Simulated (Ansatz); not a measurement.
Ansatz (a quantum-chemistry and plane-wave program) job for B(OH)(NH2)(NMe2) (C2H9BN2O), SMILES CN(C)B(N)O, PBE-D3(BJ)/def2-SVP. 

Ansatz 0.2 input:
```yaml
crystal:
  periodic: [false, false, false]
  atoms:
    - {symbol: B, position_ang: [-0.43412467, -0.11136731, -0.65223739]}
    - {symbol: O, position_ang: [-0.58567473, -1.35294976, -1.25191855]}
    - {symbol: H, position_ang: [-0.34666533, -2.07845294, -0.66969077]}
    - {symbol: N, position_ang: [-1.09629946, 0.98361389, -1.28138938]}
    - {symbol: H, position_ang: [-1.63968430, 0.82282627, -2.11881253]}
    - {symbol: H, position_ang: [-0.85030318, 1.95091212, -1.13145730]}
    - {symbol: N, position_ang: [0.33227931, 0.05685288, 0.55347986]}
    - {symbol: C, position_ang: [1.28005484, -0.92049317, 1.03438021]}
    - {symbol: C, position_ang: [0.30500285, 1.27752551, 1.32525616]}
    - {symbol: H, position_ang: [2.29479504, -0.48753797, 1.13021610]}
    - {symbol: H, position_ang: [1.00228344, -1.32442309, 2.02818460]}
    - {symbol: H, position_ang: [1.36350909, -1.76440021, 0.33329113]}
    - {symbol: H, position_ang: [0.21289553, 1.05871256, 2.40578080]}
    - {symbol: H, position_ang: [1.22103731, 1.88863375, 1.19283757]}
    - {symbol: H, position_ang: [-0.56405163, 1.88870275, 1.04373421]}
basis:
  gaussian:
    orbitals: def2-SVP
hamiltonian:
  xc: pbe
  dispersion: d3bj
relax: {f_tol: 0.002, max_steps: 200}
```

Log of the run:

```
WARN ansatz: RAYON_NUM_THREADS=1 ignored (pool sized by the plan → 1); use --threads N
Functional definition: PBE
integrals: 0.07 GiB planned
1479 factors; their error is unknown
mean field: 0.42 GiB planned
mean field evaluation 1: about -7894.2333 eV, gradient 9.0e1 eV
mean field evaluation 2: about -7864.4063 eV, gradient 1.4e2 eV
mean field evaluation 4: about -7911.4694 eV, gradient 8.5e0 eV
mean field evaluation 8: about -7911.6184 eV, gradient 1.3e-1 eV
mean field evaluation 16: about -7911.5542 eV, gradient 5.9e-4 eV
mean field -7911.55421202 eV, -290.7442546477 hartree, gradient 2.0e-5 eV, S^2 0.000000; 0 other end points of the search recorded, 0 dependent functions left out
the calculation of the forces begins
reference -7911.55424785 eV, -290.7442559644 hartree; 24, 24 occupied and 105, 105 virtual orbitals, 1479 factors
relax step   1: F+E_penalty+E_count = -7911.85600037 eV  Δ(F+E_penalty+E_count) = +0.000e0 eV  max|allowed force component| = 4.833e-1 eV/Å  Δτ_max = 0.0000 Å  (30 SCF iters, accepted)
these checks for a lower state are left out or cut short: starts, cluster_reference, orbital_swaps, neighbouring_geometries, increment
integrals: 0.07 GiB planned
1479 factors; their error is unknown
mean field: 0.42 GiB planned
mean field -7911.56916356 eV, -290.7448041065 hartree, gradient 2.6e-5 eV, S^2 0.000000; 0 other end points of the search recorded, 0 dependent functions left out
the calculation of the forces begins
reference -7911.56919948 eV, -290.7448054266 hartree; 24, 24 occupied and 105, 105 virtual orbitals, 1479 factors
relax step   2: F+E_penalty+E_count = -7911.87012680 eV  Δ(F+E_penalty+E_count) = -1.413e-2 eV  max|allowed force component| = 1.798e-1 eV/Å  Δτ_max = 0.0180 Å  (32 SCF iters, accepted)
these checks for a lower state are left out or cut short: starts, cluster_reference, orbital_swaps, neighbouring_geometries, increment
integrals: 0.07 GiB planned
1479 factors; their error is unknown
mean field: 0.42 GiB planned
mean field evaluation 32: about -7911.5714 eV, gradient 2.2e-3 eV
mean field -7911.57140778 eV, -290.7448865800 hartree, gradient 2.7e-5 eV, S^2 0.000000; 0 other end points of the search recorded, 0 dependent functions left out
the calculation of the forces begins
reference -7911.57144371 eV, -290.7448879008 hartree; 24, 24 occupied and 105, 105 virtual orbitals, 1479 factors
relax step   3: F+E_penalty+E_count = -7911.87202652 eV  Δ(F+E_penalty+E_count) = -1.900e-3 eV  max|allowed force component| = 3.294e-2 eV/Å  Δτ_max = 0.0135 Å  (31 SCF iters, accepted)
these checks for a lower state are left out or cut short: starts, cluster_reference, orbital_swaps, neighbouring_geometries, increment
integrals: 0.07 GiB planned
1479 factors; their error is unknown
mean field: 0.42 GiB planned
mean field -7911.57149089 eV, -290.7448896343 hartree, gradient 2.7e-5 eV, S^2 0.000000; 0 other end points of the search recorded, 0 dependent functions left out
the calculation of the forces begins
reference -7911.57152681 eV, -290.7448909546 hartree; 24, 24 occupied and 105, 105 virtual orbitals, 1479 factors
relax step   4: F+E_penalty+E_count = -7911.87215101 eV  Δ(F+E_penalty+E_count) = -1.245e-4 eV  max|allowed force component| = 3.222e-2 eV/Å  Δτ_max = 0.0074 Å  (31 SCF iters, accepted)
these checks for a lower state are left out or cut short: starts, cluster_reference, orbital_swaps, neighbouring_geometries, increment
integrals: 0.07 GiB planned
1479 factors; their error is unknown
mean field: 0.42 GiB planned
mean field -7911.57171433 eV, -290.7448978457 hartree, gradient 2.7e-5 eV, S^2 0.000000; 0 other end points of the search recorded, 0 dependent functions left out
the calculation of the forces begins
reference -7911.57175023 eV, -290.7448991651 hartree; 24, 24 occupied and 105, 105 virtual orbitals, 1479 factors
relax step   5: F+E_penalty+E_count = -7911.87241233 eV  Δ(F+E_penalty+E_count) = -2.613e-4 eV  max|allowed force component| = 1.768e-2 eV/Å  Δτ_max = 0.0125 Å  (31 SCF iters, accepted)
these checks for a lower state are left out or cut short: starts, cluster_reference, orbital_swaps, neighbouring_geometries, increment
integrals: 0.07 GiB planned
1479 factors; their error is unknown
mean field: 0.42 GiB planned
mean field -7911.57174941 eV, -290.7448991349 hartree, gradient 2.7e-5 eV, S^2 0.000000; 0 other end points of the search recorded, 0 dependent functions left out
the calculation of the forces begins
reference -7911.57178531 eV, -290.7449004544 hartree; 24, 24 occupied and 105, 105 virtual orbitals, 1479 factors
relax step   6: F+E_penalty+E_count = -7911.87249746 eV  Δ(F+E_penalty+E_count) = -8.512e-5 eV  max|allowed force component| = 1.524e-2 eV/Å  Δτ_max = 0.0070 Å  (31 SCF iters, accepted)
these checks for a lower state are left out or cut short: starts, cluster_reference, orbital_swaps, neighbouring_geometries, increment
integrals: 0.07 GiB planned
1479 factors; their error is unknown
mean field: 0.42 GiB planned
mean field -7911.57178954 eV, -290.7449006097 hartree, gradient 1.6e-5 eV, S^2 0.000000; 0 other end points of the search recorded, 0 dependent functions left out
the calculation of the forces begins
reference -7911.57182545 eV, -290.7449019293 hartree; 24, 24 occupied and 105, 105 virtual orbitals, 1479 factors
relax step   7: F+E_penalty+E_count = -7911.87252864 eV  Δ(F+E_penalty+E_count) = -3.118e-5 eV  max|allowed force component| = 1.173e-2 eV/Å  Δτ_max = 0.0020 Å  (23 SCF iters, accepted)
these checks for a lower state are left out or cut short: starts, cluster_reference, orbital_swaps, neighbouring_geometries, increment
integrals: 0.07 GiB planned
1479 factors; their error is unknown
mean field: 0.42 GiB planned
mean field evaluation 64: about -7911.5718 eV, gradient 2.7e-5 eV
mean field -7911.57178613 eV, -290.7449004844 hartree, gradient 8.9e-6 eV, S^2 0.000000; 0 other end points of the search recorded, 0 dependent functions left out
the calculation of the forces begins
reference -7911.57182203 eV, -290.7449018038 hartree; 24, 24 occupied and 105, 105 virtual orbitals, 1479 factors
relax step   8: F+E_penalty+E_count = -7911.87253517 eV  Δ(F+E_penalty+E_count) = -6.536e-6 eV  max|allowed force component| = 1.733e-3 eV/Å  Δτ_max = 0.0020 Å  (23 SCF iters, accepted)
integrals: 0.07 GiB planned
1479 factors; their error is unknown
mean field: 0.42 GiB planned
mean field -7911.57178613 eV, -290.7449004844 hartree, gradient 9.1e-6 eV, S^2 0.000000; 1 other end points of the search recorded, 0 dependent functions left out
the calculation of the forces begins
reference -7911.57182203 eV, -290.7449018038 hartree; 24, 24 occupied and 105, 105 virtual orbitals, 1479 factors
Total energy: -7911.87257108 eV, -290.7559541272 hartree
Atom 0 at    -0.436217    -0.111954    -0.655881 Å, force     0.001046    -0.000647     0.000783 eV/Å
Atom 1 at    -0.589466    -1.357927    -1.259555 Å, force    -0.000130     0.000650    -0.000807 eV/Å
Atom 2 at    -0.356357    -2.079906    -0.653117 Å, force     0.000088    -0.000118     0.000336 eV/Å
Atom 3 at    -1.107740     0.987549    -1.276479 Å, force    -0.000387     0.000083    -0.000379 eV/Å
Atom 4 at    -1.655296     0.823683    -2.119610 Å, force    -0.000259     0.000009    -0.000033 eV/Å
Atom 5 at    -0.812748     1.954633    -1.166226 Å, force     0.000130    -0.000469    -0.000117 eV/Å
Atom 6 at     0.335012     0.058577     0.553866 Å, force    -0.001681    -0.000122    -0.001706 eV/Å
Atom 7 at     1.288108    -0.916962     1.027380 Å, force    -0.000605     0.001733     0.000232 eV/Å
Atom 8 at     0.295776     1.273968     1.334034 Å, force     0.001465    -0.000408     0.000089 eV/Å
Atom 9 at     2.318912    -0.492199     1.099708 Å, force     0.000004    -0.000508    -0.000410 eV/Å
Atom 10 at     1.032749    -1.312238     2.040894 Å, force    -0.000076    -0.000165     0.000500 eV/Å
Atom 11 at     1.350611    -1.776467     0.330246 Å, force     0.000298     0.000303     0.000359 eV/Å
Atom 12 at     0.178875     1.052046     2.421080 Å, force    -0.000180    -0.000007     0.000506 eV/Å
Atom 13 at     1.223173     1.891016     1.231554 Å, force     0.000088     0.000136     0.000239 eV/Å
Atom 14 at    -0.570337     1.894336     1.033761 Å, force     0.000198    -0.000471     0.000407 eV/Å
Dipole moment:     0.124958     0.112278     0.176954 e Å
```

The calculation finished and met its thresholds.

Cost: around 40 core-seconds (rough).
